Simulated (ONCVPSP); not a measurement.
# What one change does to a pseudopotential (vanadium (V), ONCV)

* Element: vanadium
* Generator: ONCVPSP 4.0.1
* Type: optimised norm-conserving Vanderbilt (ONCV)
* Functional: PBE
* Relativity: scalar-relativistic
* Frozen core: [Ne]
* Valence charge: 13
* Reference configuration: 3s2 3p6 3d3 4s2
* Partial waves: 3s+4s: rc 1.85 bohr, ncon 3, nbas 7, qcut 7 1/bohr, 2 projectors; 3p: rc 1.55 bohr, ncon 4, nbas 9, qcut 9.7 1/bohr, 2 projectors, debl 1.1 Ha; 3d: rc 2.25 bohr, ncon 4, nbas 9, qcut 6.1 1/bohr, 2 projectors, debl 0.8 Ha
* Local potential: polynomial inside 1.05 bohr (lpopt 5, dvloc0 0 Ha)
* Core correction: none

In the p channel the program set the typed energies aside and used -1.618, 0.250 Ha.

Change: all radii scaled by about 1.07 (s 1.98, p 1.66, d 2.40 bohr); local potential polynomial inside 1.12 bohr (lpopt 5, dvloc0 0 Ha).

Cutoffs: the cutoffs (Ha) at which the residual kinetic energy of the hardest occupied pseudo-wave falls to 1 and 0.1 mHa per electron; they do not see the model core or the augmentation charge, which bear on the density cutoff. Errors are all-electron minus pseudo energies relative to the spin-unpolarised reference configuration.

**Question.** How do hardness, ghosts and transferability respond?

**Answer.** The potential gets neither clearly harder nor softer (24 Ha and 30 Ha → 24 Ha and 30 Ha); of the 4 tests that both files solve, the error grows in 3 and shrinks in 0 by more than 15 % and 0.3 meV (median size 107.9 → 133.6 meV); neither file shows a bound ghost. More of the atom is replaced by a form fitted at one configuration, so other configurations suffer.

| quantity | base | changed |
| --- | --- | --- |
| cutoff, loose | 24 Ha | 24 Ha |
| cutoff, tight | 30 Ha | 30 Ha |
| loose cutoff by channel | s 8.7 Ha, p 24 Ha, d 16 Ha | s 9.1 Ha, p 24 Ha, d 15 Ha |
| bound ghosts | none | none |
| GHOST(+) flags under 300 eV | none | none |
| error for 3s2 3p6 3d3 4s1, meV [ΔE 7.74 eV] | 0.0 | -0.7 |
| error for 3s2 3p6 3d3 4s0, meV [ΔE 22.03 eV] | -9.7 | -18 |
| error for 3s2 3p6 3d2 4s0, meV [ΔE 50.93 eV] | +206 | +249 |
| error for 3s2 3p5 3d3 4s2, meV [ΔE 50.95 eV] | -291 | -327 |
